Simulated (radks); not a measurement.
Numerical settings for the cobalt ion Co3+, [Ar] 3d6. Calculated with a radial shooting solver on a logarithmic mesh with Libxc functionals: scalar-relativistic Kohn-Sham, PBE, spin-polarised, spherical densities, finite nucleus; open shells are filled with parallel spins first; Fermi nuclear charge, rms radius 3.7875 fm. The defaults (mesh step 0.008 in ln r, mesh end at 40 bohr or more with all orbitals vanishing there, Anderson mixing 0.5 over 9 steps, residual threshold near 1e-9 with the energy settled to 1e-9 hartree or 1e-11 of itself, here a cap of 61 iterations) give E = -1391.0397 hartree and 3d at -42.404 eV in 17 iterations. Run on one thread of a shared host, so times are rough (Arm Neoverse N1): 0.2 s of CPU time, 0.2 s wall, 17 iterations on 2189 mesh points. Changes against that run (0 stands for a change within the tolerance of the run):

setting	iterations	converged	E (mhartree)	e(3d) (meV)	CPU (s)
mesh step in ln r 0.02	15	yes	0	0	0.09
mesh step in ln r 0.12	2	no	diverged	-	0.01
mesh step in ln r 0.012	15	yes	0	0	0.13
mesh end (bohr) 400	17	yes	0	0	0.2
mesh end (bohr) 8	17	yes	0	0	0.19
residual threshold 0.01	10	yes	0	+2.02	0.13
residual threshold 0.001	10	yes	0	+2.02	0.13
mixing 1	17	yes	0	0	0.19
linear mixing, mixing 0.5	61	no	0	0	0.43
linear mixing, mixing 0.05	61	no	+0.321	-1.23e+03	0.66
mixing history 2	36	yes	0	0	0.32
iteration cap 5	5	no	+0.116	+254	0.07

No run marked as converged misses the energy by more than 1 mhartree. A mesh that ends early acts as a hard wall.
